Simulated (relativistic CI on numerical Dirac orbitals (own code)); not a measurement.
**A ladder of approximations for the levels of O4+**

Calculated with a relativistic CI code on KLI orbitals (one set per configuration, finite nucleus), adding one ingredient at a time: step 1, Dirac-Coulomb, each configuration alone; step 2, with Breit and QED terms; step 3, with configuration mixing; step 4, with scaled Slater integrals (0.85); step 5, with a P86 correlation estimate; step 6, tied to the ionisation limit. P86 is a density functional for the correlation energy, evaluated here for each configuration and added to its levels. Step 6 is semi-empirical: configurations made of the next ion and one excited electron move by 1477 cm⁻¹, so that their limit matches the tabulated ionisation energy, and those with a non-penetrating f or g electron also take the P86 value of the least penetrating other one.

Configuration list (outside the closed core 1s2): 2s², 2s2p, 2p², 2s3s, 2s3p, 2s3d, 2p3s, 2p3p, 2p3d, 2s4s, 2s4p, 2s4d, 2s4f, 2s5s, 2s5p, 2s5d.

Computed minus measured energy above the ground level, in cm⁻¹, for 26 of the 55 excited levels that pair in every step (one J of a term; a digit in brackets numbers repeated terms):

| Configuration | Term | J | Measured | Step 1 | Step 2 | Step 3 | Step 4 | Step 5 | Step 6 |
| --- | --- | --- | --- | --- | --- | --- | --- | --- | --- |
| 2s2p | 3P° | 0 | 81942 | -19570 | -19563 | 674 | -941 | 458 | 1934 |
| 2s2p | 1P° | 1 | 158798 | -7869 | -7915 | 8825 | -5124 | -3711 | -2241 |
| 2p² | 3P | 0 | 213462 | -18133 | -18175 | 2519 | -548 | 2083 | 2083 |
| 2p² | 1D | 2 | 231721 | -9713 | -9822 | 6535 | 718 | 3353 | 3364 |
| 2s3s | 3S | 1 | 546973 | -18460 | -18554 | -1229 | -4702 | -1593 | -141 |
| 2s3s | 1S | 0 | 561276 | -15189 | -15278 | -795 | -6338 | -3203 | -1776 |
| 2s3p | 1P° | 1 | 580825 | -11378 | -11486 | 193 | -3213 | 384 | 1754 |
| 2s3p | 3P° | 0 | 582806 | -19414 | -19503 | -696 | -4997 | -1452 | 7 |
| 2s3d | 3D | 1 | 600749 | -19069 | -19184 | 13 | -4153 | -1311 | 146 |
| 2s3d | 1D | 2 | 612616 | -18867 | -18989 | 2989 | -3852 | -1012 | 442 |
| 2p3s | 3P° | 0 | 652918 | -20006 | -20096 | 325 | -4339 | 78 | 82 |
| 2p3s | 1P° | 1 | 664486 | -23720 | -23867 | 3033 | -4279 | 93 | 223 |
| 2p3p | 1P | 1 | 672694 | -20496 | -20648 | 77 | -3223 | 1492 | 1492 |
| 2p3p | 3D | 2 | 677348 | -21485 | -21627 | 598 | -3687 | 1002 | 1022 |
| 2p3d | 3F° | 2 | 692626 | -18281 | -18423 | 796 | -2605 | 1869 | 1856 |
| 2p3d | 1D° | 2 | 694644 | -20937 | -21087 | -290 | -3913 | 503 | 502 |
| 2s4s | 3S | 1 | 722480 | -22310 | -22420 | -651 | -5768 | -694 | 757 |
| 2s4s | 1S | 0 | 731670 | -25796 | -25904 | 6291 | -3073 | 1884 | 2986 |
| 2s4p | 3P° | 0 | 735912 | -22308 | -22416 | -680 | -5943 | -780 | 663 |
| 2s4p | 1P° | 1 | 737881 | -22126 | -22242 | 2458 | -4156 | 955 | 2315 |
| 2s4d | 3D | 1 | 742239 | -21620 | -21738 | -1010 | -5878 | -1522 | -45 |
| 2s4d | 1D | 2 | 746275 | -21011 | -21131 | 748 | -5099 | -747 | 728 |
| 2s4f | 1F° | 3 | 749840 | -25081 | -25201 | 397 | -6207 | 1288 | 579 |
| 2s5s | 3S | 1 | 796071 | -21817 | -21932 | -1076 | -6050 | -527 | 949 |
| 2s5p | 1P° | 1 | 802466 | -20586 | -20704 | 645 | -4687 | 873 | 2345 |
| 2s5p | 3P° | 1 | 802862 | -22010 | -22126 | -1296 | -6329 | -765 | 712 |

Mean absolute errors in cm⁻¹, over all paired levels and for the first 12 configurations:

| Configuration, levels | Step 1 | Step 2 | Step 3 | Step 4 | Step 5 | Step 6 |
| --- | --- | --- | --- | --- | --- | --- |
| all, 55 | 19866 | 19985 | 1515 | 4275 | 1148 | 967 |
| 2s2p, 4 | 16617 | 16655 | 2707 | 1991 | 1266 | 2006 |
| 2p², 5 | 18082 | 18162 | 5434 | 1373 | 2317 | 2319 |
| 2s3s, 2 | 16824 | 16916 | 1012 | 5520 | 2398 | 958 |
| 2s3p, 4 | 17398 | 17500 | 570 | 4548 | 1182 | 446 |
| 2s3d, 4 | 19018 | 19139 | 756 | 4079 | 1238 | 219 |
| 2p3s, 4 | 20907 | 21038 | 1000 | 4325 | 81 | 117 |
| 2p3p, 8 | 19696 | 19851 | 1069 | 4423 | 799 | 745 |
| 2p3d, 7 | 19536 | 19700 | 492 | 3776 | 1097 | 1090 |
| 2s4s, 2 | 24053 | 24162 | 3471 | 4421 | 1289 | 1871 |
| 2s4p, 4 | 22257 | 22370 | 1127 | 5497 | 824 | 1076 |
| 2s4d, 4 | 21467 | 21587 | 946 | 5684 | 1329 | 217 |
| 2s4f, 1 | 25081 | 25201 | 397 | 6207 | 1288 | 579 |

Measured levels: Moore, Selected Tables of Atomic Spectra, NSRDS-NBS 3, section 9.

Q: What does each ingredient do to the ground and the excited configurations, and where is the model closest to experiment?

A: Mixing lowers the ground level by 20721, with 2p² as its largest admixture; relative to it the configurations that move most are 2s4s by +26982, 2s4f by +25598, 2p² by +23596. Configurations whose own partners of that kind are not in the list rise by much of that lowering, so a short list can trade one imbalance for another. The P86 estimate moves 2s4f by +7495, 2s5p by +5563, 2s5s by +5523, and takes the mean absolute error of the excited configurations from 4275 to 1148. Step 6 takes that error from 1148 to 967; the error more than halves for 2s3s, 2s3p, 2s3d, 2s4d, 2s5d; 2s4f gains from the shift and the changed P86 value together; it grows for 2s2p, 2s5s, 2s5p. The shift fits the limit, so it does little for low levels whose errors differ from those near the limit. The mean absolute error is lowest at step 6 (967 cm⁻¹), and the largest single drop is from step 2 to 3 (19985 to 1515).
